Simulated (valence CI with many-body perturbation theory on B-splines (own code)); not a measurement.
**Energy levels of Fe IV**

Calculated by valence CI with perturbative core correlation (CI+MBPT): five valence electrons over a frozen Dirac-Fock core [Ar], a basis of 7 s, 7 p, 8 d, 6 f, 4 g, 1 h functions for each j, with the one-electron correlation potential Σ1, the two-electron term Σ2, the three-electron term Σ3, Breit, model QED; selected CI, second order for the rest (own B-spline code, finite nucleus).

Set against measurement, 54 paired levels are off by 4258 cm⁻¹ on average, the worst by 7832. These come from a selection out of Corliss and Sugar, J. Phys. Chem. Ref. Data 11, 135 (1982). Levels without a partner in it may be off by more, other configurations by 1,000 to 8,000 cm⁻¹. Among the levels kept, up to 2000 cm⁻¹ of a level comes from second order outside the variational space, and about a tenth of that is noise between levels of different J, which matters for small intervals.

Levels 46 to 90 of 222, with energies above the lowest level, 3d5 6S_5/2. "Leading %" is the weight of the configuration and term that name the level; weights of strongly mixed levels are sums over their largest components and can fall short.

```tsv
No.	Configuration	Term	J	E (cm⁻¹)	Leading %	Second component	g
46	3d4 4s	4D	7/2	131959	96		1.429
47	3d4 4s	4H	7/2	146502	96		0.669
48	3d4 4s	4H	9/2	146638	96		0.972
49	3d4 4s	4H	11/2	146814	96		1.134
50	3d4 4s	4H	13/2	147015	97		1.230
51	3d4 4s	4P	1/2	147393	96		2.658
52	3d4 4s	4P	3/2	148218	96		1.731
53	3d4 4s	4F	3/2	149272	97		0.399
54	3d4 4s	4F	5/2	149307	94		1.013
55	3d4 4s	4F	7/2	149372	92	5 % 3d4 4s 4G	1.223
56	3d4 4s	4F	9/2	149465	92	4 % 3d4 4s 4G	1.323
57	3d4 4s	4P	5/2	149473	97		1.599
58	3d4 4s	4G	5/2	151617	93		0.590
59	3d4 4s	4G	7/2	151884	91	5 % 3d4 4s 4F	0.996
60	3d4 4s	4G	9/2	152058	81	10 % 3d4 4s 2H	1.149
61	3d4 4s	4G	11/2	152116	80	16 % 3d4 4s 2H	1.241
62	3d4 4s	2H	9/2	152479	85	11 % 3d4 4s 4G	0.941
63	3d4 4s	2H	11/2	152956	80	16 % 3d4 4s 4G	1.121
64	3d4 4s	2P	1/2	153547	95		0.676
65	3d4 4s	2P	3/2	155089	95		1.333
66	3d4 4s	2F	5/2	155202	95		0.854
67	3d4 4s	2F	7/2	155204	90	5 % 3d4 4s 2G	1.125
68	3d4 4s	2G	7/2	157667	92	4 % 3d4 4s 2F	0.900
69	3d4 4s	2G	9/2	158058	96		1.109
70	3d4 4s	4D	7/2	159100	97		1.429
71	3d4 4s	4D	5/2	159204	97		1.372
72	3d4 4s	4D	3/2	159310	96		1.201
73	3d4 4s	4D	1/2	159366	97		0.002
74	3d4 4s	2I	13/2	160289	97		1.077
75	3d4 4s	2I	11/2	160338	97		0.923
76	3d4 4s	2G	9/2	160882	96		1.111
77	3d4 4s	2G	7/2	160960	94		0.894
78	3d4 4s	2D	5/2	164877	97		1.199
79	3d4 4s	2D	3/2	165000	97		0.801
80	3d4 4s	2S	1/2	165181	96		1.999
81	3d4 4s	2D	5/2	170263	96		1.201
82	3d4 4s	2D	3/2	170314	97		0.800
83	3d4 4s	2F	7/2	176336	96		1.144
84	3d4 4s	2F	5/2	176340	96		0.858
85	3d4 4p	6F°	1/2	180241	96		-0.667
86	3d4 4p	6F°	3/2	180457	96		1.067
87	3d4 4p	6F°	5/2	180810	96		1.314
88	3d4 4p	6F°	7/2	181273	96		1.397
89	3d4 4p	6F°	9/2	181855	96		1.435
90	3d4 4p	6P°	3/2	182199	92		2.374
```

Where two levels of one J and parity lie close, their mixing, g and order are uncertain.
